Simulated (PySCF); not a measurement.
Isomers of C6H7NO, one conformer each; single-point electronic energies without zero-point terms and without any empirical dispersion term.

Level: wB97X-D/pcSseg-2 in PySCF, non-relativistic, each on one gas-phase PBE0-D3(BJ)/def2-TZVP geometry that isn't relaxed in the solvent. The solvent is an IEF-PCM continuum (Bondi radii, 1.10 Å for H, scaled by 1.2). Only the electrostatic response of the medium enters.

```json
{"isomer": "`Nc1cccc(O)c1`", "relative energy, gas (kcal/mol)": "0.0", "dipole (D)": "1.18"}
{"isomer": "`Nc1ccc(O)cc1`", "relative energy, gas (kcal/mol)": "3.0", "dipole (D)": "2.03"}
{"isomer": "`OCC1=CC=CC=N1`", "relative energy, gas (kcal/mol)": "9.7", "dipole (D)": "3.95"}
{"isomer": "`CC1=CC=CC=[N+]1[O-]`", "relative energy, gas (kcal/mol)": "42.1", "dipole (D)": "3.85"}
```

Task: How do the relative energies look in chloroform (ε = 4.711)?

Result: 
| isomer | relative energy, solvent (kcal/mol) | E(solvent) − E(gas) (kcal/mol) | dipole in solvent (D) |
| --- | --- | --- | --- |
| `Nc1cccc(O)c1` | 0.0 | -6.7 | 1.43 |
| `Nc1ccc(O)cc1` | 2.9 | -6.8 | 2.51 |
| `OCC1=CC=CC=N1` | 11.8 | -4.5 | 4.78 |
| `CC1=CC=CC=[N+]1[O-]` | 42.8 | -6.0 | 5.15 |

The order is unchanged. Conformers: `[NH2:1][c:2]1[cH:3][cH:4][cH:5][c:6]([OH:7])[cH:8]1` with C5–C6–O7–H 0°; `[NH2:1][c:2]1[cH:3][cH:4][c:5]([OH:6])[cH:7][cH:8]1` with C4–C5–O6–H 180°; `[OH:1][CH2:2][c:3]1[cH:4][cH:5][cH:6][cH:7][n:8]1` with H–O1–C2–C3 -3°, O1–C2–C3–C4 -178°. The gains span 2.3 kcal/mol, the gas-phase energies 42.1 kcal/mol.
